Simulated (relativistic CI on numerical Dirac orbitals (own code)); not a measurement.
Sc²⁺ in a cubic cluster: 3s photoemission with charge transfer

Computed with a charge-transfer multiplet model of a cubic metal-ligand cluster with up to 2 ligand holes, Slater and spin-orbit integrals from Dirac-Coulomb-Breit ions, Slater integrals scaled by 0.7. The ground state mixes d1 with configurations of k ligand holes L, whose averages lie at kΔ + k(k − 1)U_dd/2; a core hole lowers each added d electron by U_cd. 20 K, Lorentzian 1.4 eV and Gaussian 0.8 eV FWHM.

Atomic integrals in eV (Slater integrals scaled, ζ unscaled), ground: F2dd 4.121, F4dd 2.525, zeta_d 0.008; with the core hole: F2dd 4.121, F4dd 2.525, zeta_d 0.013, G2cd 6.457. Where a configuration has fewer than two d electrons, the dd integrals are those of d2.

Cluster parameters (eV): Δ = 7.3, U_dd = 5.1, U_cd = 6.3, 10Dq(ligand) = 0.2, V(eg) = 2.1, V(t2g) = -1.03, final-state hopping factor = 1.

```
         Case   n_d    d1   d2L  d3L2     S
  10Dq = 0 eV  1.29  0.73  0.25  0.02  0.50
10Dq = 0.3 eV  1.28  0.74  0.24  0.02  0.50
10Dq = 0.6 eV  1.28  0.74  0.24  0.02  0.50
10Dq = 0.9 eV  1.27  0.74  0.24  0.02  0.50
10Dq = 1.5 eV  1.27  0.75  0.23  0.02  0.50
```

Weights, n_d and S are thermal averages at 20 K. Binding energies count from the first peak over 30 % of the highest in each spectrum, which can be another peak from case to case. The parameters are a model scan and need not match a compound or its usual spin state. Peaks in eV (height, largest 100):
- 10Dq = 0 eV: 0.0 (100), 2.5 (41), 5.4 (11), 8.5 (16), 10.9 (9)
- 10Dq = 0.3 eV: 0.0 (100), 2.4 (41), 5.8 (11), 8.4 (16), 10.9 (9)
- 10Dq = 0.6 eV: 0.0 (100), 2.5 (42), 6.0 (11), 8.3 (16), 11.0 (8)
- 10Dq = 0.9 eV: 0.0 (100), 2.4 (42), 6.0 (11), 8.2 (16), 10.9 (8)
- 10Dq = 1.5 eV: 0.0 (100), 2.4 (43), 6.2 (11), 8.2 (16), 11.0 (8)

Curve for 10Dq = 0.9 eV (points under 2 left out, the grid thinned):

| E (eV) | Intensity |
| --- | --- |
| -3.1 | 6.5 |
| -2.7 | 8.5 |
| -2.4 | 10.5 |
| -2.0 | 14.7 |
| -1.6 | 21.9 |
| -1.3 | 31.0 |
| -0.9 | 51.0 |
| -0.5 | 79.3 |
| -0.2 | 96.4 |
| 0.2 | 95.7 |
| 0.6 | 72.0 |
| 0.9 | 53.7 |
| 1.3 | 39.3 |
| 1.7 | 36.2 |
| 2.0 | 38.7 |
| 2.4 | 41.8 |
| 2.8 | 37.5 |
| 3.1 | 30.5 |
| 3.5 | 21.5 |
| 3.9 | 15.5 |
| 4.2 | 12.8 |
| 4.6 | 11.0 |
| 4.9 | 10.5 |
| 5.3 | 10.5 |
| 5.7 | 10.9 |
| 6.0 | 11.0 |
| 6.4 | 10.9 |
| 6.8 | 11.2 |
| 7.1 | 12.1 |
| 7.5 | 14.1 |
| 7.9 | 15.9 |
| 8.2 | 16.3 |
| 8.6 | 15.6 |
| 9.0 | 13.7 |
| 9.3 | 11.8 |
| 9.7 | 9.1 |
| 10.1 | 7.7 |
| 10.4 | 7.6 |
| 10.8 | 8.1 |
| 11.2 | 7.8 |
| 11.5 | 6.6 |
| 11.9 | 4.7 |
| 12.3 | 3.3 |
| 12.6 | 2.6 |
| 13.0 | 2.0 |

For the case 10Dq = 0.9 eV, Δ = 7.3 eV is larger than U_dd = 5.1 eV, the Mott-Hubbard side of the Zaanen-Sawatzky-Allen scheme. With the core hole the average of the configuration with one ligand hole lies at Δ − U_cd = 1.0 eV before mixing: the effective hopping of about 4.7 eV (from the holes of the mixed ground state) is comparable with this gap or larger, so the configurations mix strongly.

Without intra-shell correlation the exchange splitting of the 3s hole comes out too large.
